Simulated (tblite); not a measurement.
**Question.** Write Cartesian coordinates for `CC[P@@](=O)(O)c1ccoc1` as optimised with GFN2-xTB.

**Answer.** 
```xyz
19
C6H9O3P angstrom
C      2.921    0.229   -0.541
C      1.431    0.469   -0.710
P      0.510   -0.597    0.467
O      0.873   -2.019    0.487
O      0.798    0.110    1.891
C     -1.236   -0.283    0.156
C     -1.987    0.911    0.337
C     -3.250    0.615   -0.066
O     -3.331   -0.662   -0.483
C     -2.115   -1.198   -0.347
H      3.134   -0.833   -0.645
H      3.494    0.777   -1.287
H      3.244    0.546    0.449
H      1.168    1.510   -0.526
H      1.102    0.199   -1.715
H      0.975   -0.584    2.529
H     -1.624    1.839    0.726
H     -4.146    1.202   -0.103
H     -1.971   -2.222   -0.627
```

Orientation and origin are arbitrary. Atoms count from 1 in this order. P3 (phosphoryl phosphorus) is distorted tetrahedral (angles from 102.8° to 116.6°). O9 (furan-type oxygen) is bent (angle 107.2°). O5 (hydroxyl oxygen) is bent (angle 107.6°). The 2 O–P bonds span 1.467 Å (P3=O4, drawn double) to 1.616 Å (P3–O5, drawn single), a spread of 0.149 Å.

Bonds between heavy atoms (Å): C1–C2 1.519, C2–P3 1.836, P3=O4 1.467, P3–O5 1.616, P3–C6 1.802, C6–C7 1.421, C7–C8 1.358, C8–O9 1.345, O9–C10 1.336, C6–C10 1.365.

Structure optimised with GFN2-xTB, isolated species.

Point group: C1 (no symmetry element, even within 0.4 Å). Its GFN2-xTB frequencies are all real (lowest 34 cm⁻¹). The numbers are those of one conformer (C1–C2–P3–O4 -50°, C2–P3–O5–H -138°, C2–P3–C6–C7 -65°). 3 starts were optimised and ended at 0.00, 0.09 and 0.58 kcal/mol (GFN2-xTB); the lowest of these is shown.

All values are computed, not measured.
